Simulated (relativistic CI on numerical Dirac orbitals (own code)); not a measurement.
## Forbidden lines of Cs XXXIII

Method of calculation: Dirac-Coulomb-Breit CI, separate exchange-only KLI orbitals for each configuration, model QED, unscaled Slater integrals (own radial code, finite nucleus).

Configuration list (outside the closed core [Ne]): 3s2.3p6.3d5, 3s2.3p5.3d6, 3s2.3p4.3d7, 3s.3p6.3d6, 3p6.3d7, 3s.3p5.3d7, 3s2.3p6.3d4.4s, 3s2.3p6.3d4.4p, 3s2.3p6.3d4.4d, 3s2.3p4.3d6.4s, 3s2.3p4.3d6.4p, 3s2.3p5.3d5.4s, 3s2.3p6.3d4.4f, 3s.3p5.3d6.4s, 3s2.3p5.3d5.4p, 3s.3p5.3d6.4p, 3s2.3p6.3d3.4s2, 3s.3p6.3d5.4s, 3s2.3p6.3d3.4s.4p, 3p6.3d6.4p. Levels of other configurations are missing.

| λ vac (Å) | Lower | Upper | Type | A (s⁻¹) | gf | Branching (%) |
| --- | --- | --- | --- | --- | --- | --- |
| 245.21 | 3s2.3p6.3d5 6S_5/2 [1] | 3s2.3p6.3d5 2F_5/2 [24] | M1 | 4.48e+03 | 2.42e-07 | 3.1 |
| 324.84 | 3s2.3p6.3d5 6S_5/2 [1] | 3s2.3p6.3d5 4P_3/2 [16] | M1 | 1.05e+04 | 6.63e-07 | 10.9 |
| 367.94 | 3s2.3p6.3d5 4G_11/2 [5] | 3s2.3p6.3d5 2G_9/2 [26] | M1 | 3.89e+03 | 7.90e-07 | 11.1 |
| 400.06 | 3s2.3p6.3d5 6S_5/2 [1] | 3s2.3p6.3d5 2D_5/2 [10] | M1 | 1.58e+04 | 2.28e-06 | 23.6 |
| 403.79 | 3s2.3p6.3d5 4D_3/2 [4] | 3s2.3p6.3d5 2S_1/2 [25] | M1 | 5.07e+04 | 2.48e-06 | 69.0 |
| 421.38 | 3s2.3p6.3d5 6S_5/2 [1] | 3s2.3p6.3d5 4F_7/2 [9] | M1 | 3.32e+03 | 7.07e-07 | 49.5 |
| 466.85 | 3s2.3p6.3d5 4G_9/2 [6] | 3s2.3p6.3d5 2F_7/2 [23] | M1 | 1.95e+04 | 5.09e-06 | 39.3 |
| 468.77 | 3s2.3p6.3d5 4D_5/2 [7] | 3s2.3p6.3d5 2F_5/2 [24] | M1 | 3.42e+04 | 6.77e-06 | 23.5 |
| 473.08 | 3s2.3p6.3d5 4D_5/2 [7] | 3s2.3p6.3d5 2F_7/2 [23] | M1 | 5.91e+03 | 1.59e-06 | 11.9 |
| 478.13 | 3s2.3p6.3d5 4G_7/2 [3] | 3s2.3p6.3d5 4F_5/2 [21] | M1 | 2.74e+04 | 5.64e-06 | 38.0 |
| 480.31 | 3s2.3p6.3d5 4F_7/2 [9] | 3s2.3p6.3d5 2G_9/2 [26] | M1 | 1.59e+04 | 5.48e-06 | 45.1 |
| 480.92 | 3s2.3p6.3d5 2F_5/2 [2] | 3s2.3p6.3d5 4P_3/2 [16] | M1 | 3.23e+04 | 4.47e-06 | 33.5 |
| 485.26 | 3s2.3p6.3d5 4D_3/2 [4] | 3s2.3p6.3d5 4F_5/2 [21] | M1 | 8.71e+03 | 1.84e-06 | 12.1 |
| 521.95 | 3s2.3p6.3d5 4G_7/2 [3] | 3s2.3p6.3d5 2H_9/2 [19] | M1 | 1.23e+04 | 5.02e-06 | 17.7 |
| 551.82 | 3s2.3p6.3d5 4G_11/2 [5] | 3s2.3p6.3d5 2H_9/2 [19] | M1 | 1.39e+04 | 6.36e-06 | 20.1 |
| 558.57 | 3s2.3p6.3d5 4G_9/2 [6] | 3s2.3p6.3d5 2G_7/2 [20] | M1 | 9.61e+03 | 3.60e-06 | 53.5 |
| 560.71 | 3s2.3p6.3d5 2F_5/2 [2] | 3s2.3p6.3d5 4D_7/2 [11] | M1 | 4.62e+03 | 1.74e-06 | 14.9 |
| 586.52 | 3s2.3p6.3d5 4F_7/2 [9] | 3s2.3p6.3d5 2F_5/2 [24] | M1 | 8.46e+03 | 2.62e-06 | 5.8 |
| 593.29 | 3s2.3p6.3d5 4F_7/2 [9] | 3s2.3p6.3d5 2F_7/2 [23] | M1 | 1.75e+04 | 7.39e-06 | 35.4 |
| 600.83 | 3s2.3p6.3d5 6S_5/2 [1] | 3s2.3p6.3d5 4D_3/2 [4] | M1 | 5.42e+04 | 1.17e-05 | 97.2 |
| 612.12 | 3s2.3p6.3d5 6S_5/2 [1] | 3s2.3p6.3d5 4G_7/2 [3] | M1 | 1.01e+04 | 4.52e-06 | 71.5 |
| 612.41 | 3s2.3p6.3d5 4G_9/2 [6] | 3s2.3p6.3d5 2H_9/2 [19] | M1 | 3.73e+04 | 2.10e-05 | 53.7 |
| 613.50 | 3s2.3p6.3d5 4G_7/2 [3] | 3s2.3p6.3d5 2F_5/2 [18] | M1 | 1.11e+04 | 3.77e-06 | 19.7 |
| 625.28 | 3s2.3p6.3d5 4D_3/2 [4] | 3s2.3p6.3d5 2F_5/2 [18] | M1 | 5.75e+03 | 2.02e-06 | 10.2 |
| 633.50 | 3s2.3p6.3d5 2D_5/2 [10] | 3s2.3p6.3d5 2F_5/2 [24] | M1 | 6.28e+04 | 2.27e-05 | 43.1 |
| 666.45 | 3s2.3p6.3d5 2F_5/2 [2] | 3s2.3p6.3d5 2D_5/2 [10] | M1 | 4.35e+04 | 1.74e-05 | 65.0 |
| 707.17 | 3s2.3p6.3d5 4D_3/2 [4] | 3s2.3p6.3d5 4P_3/2 [16] | M1 | 4.30e+04 | 1.29e-05 | 44.6 |
| 708.38 | 3s2.3p6.3d5 4G_11/2 [5] | 3s2.3p6.3d5 2I_13/2 [17] | M1 | 4.91e+03 | 5.17e-06 | 96.6 |
| 733.78 | 3s2.3p6.3d5 4G_7/2 [3] | 3s2.3p6.3d5 2G_9/2 [14] | M1 | 1.23e+04 | 9.91e-06 | 51.4 |
| 739.67 | 3s2.3p6.3d5 4F_7/2 [9] | 3s2.3p6.3d5 4F_5/2 [21] | M1 | 9.95e+03 | 4.90e-06 | 13.8 |
| 749.60 | 3s2.3p6.3d5 4D_3/2 [4] | 3s2.3p6.3d5 4D_1/2 [15] | M1 | 2.35e+04 | 3.95e-06 | 52.2 |
| 758.30 | 3s2.3p6.3d5 4D_5/2 [7] | 3s2.3p6.3d5 2F_5/2 [18] | M1 | 3.27e+04 | 1.69e-05 | 57.8 |
| 771.86 | 3s2.3p6.3d5 4D_7/2 [11] | 3s2.3p6.3d5 2F_5/2 [24] | M1 | 1.88e+04 | 1.01e-05 | 12.9 |
| 794.22 | 3s2.3p6.3d5 4G_11/2 [5] | 3s2.3p6.3d5 2G_9/2 [14] | M1 | 9.16e+03 | 8.66e-06 | 38.3 |
| 850.06 | 3s2.3p6.3d5 4F_7/2 [9] | 3s2.3p6.3d5 2H_9/2 [19] | M1 | 4.61e+03 | 5.00e-06 | 6.6 |
| 870.39 | 3s2.3p6.3d5 4G_7/2 [3] | 3s2.3p6.3d5 4D_7/2 [11] | M1 | 9.69e+03 | 8.80e-06 | 31.2 |
| 889.65 | 3s2.3p6.3d5 4G_11/2 [5] | 3s2.3p6.3d5 2I_11/2 [13] | M1 | 2.20e+04 | 3.14e-05 | 85.4 |
| 1000.9 | 3s2.3p6.3d5 6S_5/2 [1] | 3s2.3p6.3d5 2F_5/2 [2] | M1 | 2.75e+04 | 2.47e-05 | 100.0 |
| 1057.3 | 3s2.3p6.3d5 2F_5/2 [2] | 3s2.3p6.3d5 4D_5/2 [7] | M1 | 2.25e+04 | 2.26e-05 | 89.6 |
| 1058.5 | 3s2.3p6.3d5 4G_9/2 [6] | 3s2.3p6.3d5 2I_11/2 [13] | M1 | 3.76e+03 | 7.57e-06 | 14.6 |
| 1104.2 | 3s2.3p6.3d5 2H_9/2 [19] | 3s2.3p6.3d5 2G_9/2 [26] | M1 | 9.04e+03 | 1.65e-05 | 25.7 |
| 1154.8 | 3s2.3p6.3d5 4G_7/2 [3] | 3s2.3p6.3d5 2D_5/2 [10] | M1 | 7.49e+03 | 8.98e-06 | 11.2 |
| 1154.9 | 3s2.3p6.3d5 4G_9/2 [6] | 3s2.3p6.3d5 4D_7/2 [11] | M1 | 9.66e+03 | 1.54e-05 | 31.1 |
| 1193.8 | 3s2.3p6.3d5 4D_5/2 [7] | 3s2.3p6.3d5 4D_7/2 [11] | M1 | 5.02e+03 | 8.59e-06 | 16.2 |
| 1576.0 | 3s2.3p6.3d5 2F_5/2 [2] | 3s2.3p6.3d5 4G_7/2 [3] | M1 | 4.02e+03 | 1.20e-05 | 28.5 |

Terms are leading LS components. Brackets give the number of a level in order of energy, since labels repeat. The list gives strong lines, with weight on those to low levels, among the lowest 400 of 9879 levels, so that lines to higher ones, which can be the strongest, are missing. Levels whose partners in the same complex of configurations lie outside the list can be far off, and so can their lines. Rates are taken at the computed energies, electric ones in the length gauge.

At this charge energies of transitions that change n are usually good to better than 1 %, and those within a shell (Δn = 0) to a few per cent. Terms inside the open d or f shell come out 10 to 20 % too wide with unscaled integrals.

LS names give the leading component of a level, which can be under half, so a name can repeat, a term be missing and a line seem to break the LS rules.
